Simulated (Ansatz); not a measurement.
Reactions of C$_{5}$H$_{8}$O, SMILES `C=CCOC=C`.

Computed with Ansatz on PBE0-D4/def2-TZVP structures; ΔE is electronic, products minus reactants. CCSD(T)/CBS adds triple-zeta CCSD(T) − MP2 to the extrapolated MP2 energy (def2 sets, frozen cores). This one scheme is used for every species. DFT in def2-TZVPP. def2 core potentials past Kr. For In, Ti outer-core shells are correlated without core-valence functions, which leaves a few kJ/mol of doubt a bond. Scalar relativity is left out up to krypton. Each species was taken in one conformer, which may not be the lowest.

| reaction | CCSD(T)/CBS(def2) (kcal/mol) |
| --- | --- |
| `C=CCOC=C` + `[OH][Ti]([Cl])([Cl])[Cl]` → `C=C[O][Ti]([Cl])([Cl])[Cl]` + `C=COC` | 4.6 |
| `C=CCOC=C` + `BN[SiH3]` → `BN([SiH3])C=C` + `C=COC` | ? |
| `C=CCOC=C` + `[OH][InH2]` → `C=C[O][InH2]` + `C=CCO` | 1.2 |
| `C=CCOC=C` + `C=C(N)O` → `C=COC(=C)N` + `C=CCO` | ? |
| `C=CCOC=C` + H₂ → `C=COC` + `C=C` | -10.5 |
| `C=CCOC=C` + CH₃OH → `C=COCOC` + `C=C` | 4.4 |

**Question.** Fill in the missing values. (Estimate.)

**Answer.** Ansatz gave: `C=CCOC=C` + `BN[SiH3]` → `BN([SiH3])C=C` + `C=COC`: +4.3 kcal/mol; `C=CCOC=C` + `C=C(N)O` → `C=COC(=C)N` + `C=CCO`: +5.4 kcal/mol.

Largest T1 diagnostic: 0.024, for `[OH][Ti]([Cl])([Cl])[Cl]`.
